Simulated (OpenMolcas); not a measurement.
Converging the basis set for GaF (SMILES [F][Ga])

GaF has 2 atoms, charge 0, and is taken as a singlet. SMILES: `[F][Ga]`. The coordinates come from a PBE0-D4/def2-TZVP relaxation.

```csv
atom,x (Å),y (Å),z (Å)
F,0.0000,0.0000,0.0063
Ga,0.0000,0.0000,1.7929
```

Program: OpenMolcas 26.06. Method: CASPT2(8,7) (DKH2, RICD fitting, ipea shift 0.25 Eh, pt2 variant SS). Swept: basis set. Watched: the dipole moment (CASSCF density). Each run: energy, 15 core orbitals frozen. Hardware: 1 thread of Arm Neoverse V1, shared host.

Deviations are taken from the sweep's last point, which isn't the limit.

```
   basis set  basis functions  value (D)  from the best (D)  wall time
 ANO-RCC-VDZ               31     2.8376            +0.7193      4.8 s
ANO-RCC-VDZP               41     2.4770            +0.3587      5.4 s
ANO-RCC-VTZP               73     2.2058            +0.0875      9.3 s
ANO-RCC-VQZP              123     2.1183             0.0000       23 s
```

Which is the coarsest setting good to 0.1 D?

ANO-RCC-VTZP: it is 0.0875 D off and takes 9.3 s, against 23 s for ANO-RCC-VQZP.
